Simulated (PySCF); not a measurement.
Input for PySCF: D3(BJ) and D4 dispersion corrections on AsH5Se (a complex), monomers drawn apart or pushed together.

```python
from pyscf import gto
from pyscf.dispersion import dftd3, dftd4

mol = gto.M(
    atom='''
    As   -0.18873439   -0.11764323   -0.35513058
    H    -0.15343769   -0.09021150   -1.88060545
    H     1.30997495    0.13332965   -0.25091682
    H    -0.50743476    1.36942323   -0.26976997
    Se    0.05801677   -0.85848792    6.30977248
    H    -1.38579234   -0.92705569    6.04755715
    H    -0.17253577   -0.34964415    7.67160372
    ''',
    basis='def2-svp',
    charge=0, spin=0, verbose=0, max_memory=1800)
d3, d4 = {}, {}
for xc in ['hf', 'pbe', 'blyp', 'revpbe', 'tpss', 'r2scan', 'b3lyp', 'pbe0', 'bhlyp', 'camb3lyp', 'b2plyp']:
    d3[xc] = float(dftd3.DFTD3Dispersion(mol, xc=xc, version='d3bj', atm=False).get_dispersion()['energy'])
    print(f'D3(BJ) {xc:10s} {d3[xc]:14.8f} Eh')
for xc in ['hf', 'pbe', 'blyp', 'revpbe', 'tpss', 'r2scan', 'b3lyp', 'pbe0', 'bhlyp', 'camb3lyp', 'b2plyp']:
    d4[xc] = float(dftd4.DFTD4Dispersion(mol, xc={'camb3lyp': 'cam-b3lyp'}.get(xc, xc), atm=True).get_dispersion()['energy'])
    print(f'D4     {xc:10s} {d4[xc]:14.8f} Eh')
```

Output:

```
D3(BJ) hf            -0.02701220 Eh
D3(BJ) pbe           -0.00240794 Eh
D3(BJ) blyp          -0.00528276 Eh
D3(BJ) revpbe        -0.00634388 Eh
D3(BJ) tpss          -0.00300775 Eh
D3(BJ) r2scan        -0.00064197 Eh
D3(BJ) b3lyp         -0.00431604 Eh
D3(BJ) pbe0          -0.00204486 Eh
D3(BJ) bhlyp         -0.00344009 Eh
D3(BJ) camb3lyp      -0.00183483 Eh
D3(BJ) b2plyp        -0.00199259 Eh
D4     hf            -0.00809952 Eh
D4     pbe           -0.00196506 Eh
D4     blyp          -0.00450231 Eh
D4     revpbe        -0.00692739 Eh
D4     tpss          -0.00265781 Eh
D4     r2scan        -0.00048431 Eh
D4     b3lyp         -0.00318283 Eh
D4     pbe0          -0.00162606 Eh
D4     bhlyp         -0.00229085 Eh
D4     camb3lyp      -0.00162757 Eh
D4     b2plyp        -0.00135214 Eh
```

The run finished.

Cost: about 0.04 core-seconds (a rough figure).
